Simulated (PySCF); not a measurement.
**Working out the ionisation energy of Ga¹⁷⁺**

Ga¹⁷⁺ [Ne] 3s2 3p2 (3P) → Ga¹⁸⁺ [Ne] 3s2 3p1 (2P). Calculation: PySCF 2.14, in an even-tempered Gaussian basis (18 s from 1.4 bohr⁻², ratio 2.5; 12 p from 1.8 bohr⁻², ratio 2.5; 5 d from 8.7 bohr⁻², ratio 2.7; 4 f from 13 bohr⁻², ratio 2.7); the spin-free X2C one-electron Hamiltonian (Gaussian nucleus). Frozen: 1s2; the 22 highest virtual orbitals dropped. Energies in hartree (1 hartree = 27.21139 eV):

```csv
part,Ga¹⁷⁺ (lower),Ga¹⁸⁺ (upper)
UHF,-1789.765181,-1766.370339
CCSD correlation,-0.475675,-0.458157
(T),-0.002175,-0.002136
```

Problem. What does Hartree-Fock give?

Solution. (-1766.370339) − (-1789.765181) = 23.394842 hartree = 636.606 eV.

Problem. What do CCSD and CCSD(T) give?

Solution. The CCSD correlation energies differ by 0.017518 hartree = 0.477 eV and the triples by 0.000039 hartree = 0.001 eV, so CCSD gives 637.083 eV and CCSD(T) 637.084 eV.

Reference: 640 ± 1.5 eV (semi-empirical (NIST evaluation); NIST Atomic Spectra Database, ionization energies), between the lowest levels; spin-orbit coupling is absent from the calculation.

What remains against the reference includes basis incompleteness, the frozen core and higher excitations.
